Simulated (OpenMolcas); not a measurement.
An atom or ion with 48 electrons was computed by XMS-CASPT2, IPEA 0.25 Eh, imaginary shift 0.1 Eh with spin-orbit coupling (OpenMolcas, ANO-RCC-VTZP, DKH2). The lowest levels that the run gave, each within 12 % of the measured value where one is at hand:

| J | Parity | E (cm⁻¹) | g |
| --- | --- | --- | --- |
| 0 | even | 0.0 |  |
| 0 | odd | 76190 |  |
| 1 | odd | 78890 | 1.492 |
| 2 | odd | 86080 | 1.501 |
| 1 | odd | 110240 | 1.010 |
| 0 | even | 176930 |  |
| 2 | even | 179990 | 1.102 |
| 1 | even | 182500 | 1.501 |
| 2 | even | 191130 | 1.399 |
| 0 | even | 212580 |  |

Task: Which ion is it, and what are the configurations and terms?

Result: Te4+ (Z = 52, charge +4; active space 2 electrons in 4 orbitals (5s 5p)). J, parity and g give the terms where levels are pure, and mixed ones are named by the computed weights; the size of the splittings, set against known spectra of the 48-electron sequence, gives the charge. In order, with the measured energies in cm⁻¹ (Moore, Atomic Energy Levels, vol. III, NSRDS-NBS 35 (1971 reprint of NBS Circular 467, 1958)): 5s² ¹S₀, 5s 5p ³P°₀, 5s 5p ³P°₁, 5s 5p ³P°₂, 5s 5p ¹P°₁ (111707), 5p² ³P₀ (176248), 5p² ¹D₂ (182797), 5p² ³P₁ (182419), 5p² ³P₂ (192592), 5p² ¹S₀.

CASPT2 breaks the degeneracy within a term, and the mean is taken; among the terms shown or strongly mixed into the levels shown the widest spread is 480 cm-1 (5p² ¹D). Over all roots computed the reference weight is 0.81 to 0.95; the roots of lowest weight are the least certain, and an intruder state may touch them. The ¹D term of p² mixes with s d, which this space lacks. Computed and measured levels are paired by configuration, term and J; levels that our copy of the source lacks, or whose pairing is in doubt (as where it misses far off the trend of its configuration), stay unpaired and out of the deviations. Only configurations of the active space appear.

° marks odd parity.
